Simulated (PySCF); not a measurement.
PBE0 on Pt- (platinum, charge -1), [Xe] 4f14 5d9 6s2, 2D determinant. Calculation: PySCF 2.14, in aug-cc-pVTZ-PP with one added diffuse shell each of s, p, d, f, g type with ECP60MDF (7s7p6d4f3g, 113 functions); scalar relativity through the core potential.

```
cycle= 1 E= -119.433542494828  delta_E= -0.0148  |g|= 0.0426  |ddm|= 0.302
cycle= 2 E= -119.433479147932  delta_E= 6.33e-05  |g|= 0.0441  |ddm|= 0.0774
cycle= 3 E= -119.434158360645  delta_E= -0.000679  |g|= 0.0134  |ddm|= 0.0393
cycle= 4 E= -119.434230949226  delta_E= -7.26e-05  |g|= 0.0012  |ddm|= 0.0123
cycle= 5 E= -119.434232833352  delta_E= -1.88e-06  |g|= 0.000133  |ddm|= 0.00463
cycle= 6 E= -119.434232935167  delta_E= -1.02e-07  |g|= 1.97e-05  |ddm|= 0.00151
cycle= 7 E= -119.434232935918  delta_E= -7.51e-10  |g|= 1.41e-06  |ddm|= 0.000127
converged SCF energy = -119.434232935918  <S^2> = 0.75540684  2S+1 = 2.0053996
```

Highest occupied orbital energy: 0.034 eV; ⟨L²⟩ = 6.03; populations by l: s 4.00, p 6.00, d 9.00, f 0.00.

(1) Can this result be used?

## Answers

(1) With care. The run converged. Energies and moments cover only the electrons outside the core potential. Spin-orbit coupling, absent here, splits the open shell strongly. At PBE0 the highest occupied level has a positive energy, so only the finite basis holds that electron; in a semilocal or global hybrid functional this comes from self-interaction and does not mean that the real anion is unbound.
